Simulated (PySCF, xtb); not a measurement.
germanium monoxide cation (GeO), SMILES [O]=[Ge] (connectivity only; charge and spin as stated), charge +1, multiplicity 2.

Harmonic wavenumbers (cm⁻¹) from xtb with GFN2-xTB at its own minimum, in rising order: 797.

### Question
What does PBE-D3(BJ)/def2-TZVPD (PySCF 2.14.0) give at its own minimum? (The exact figures need the calculation; the answer reports its results.)

### Answer
869. Paired by order, the mean absolute difference is 72 cm⁻¹ and the zero-point energies are 1.1 and 1.2 kcal/mol.
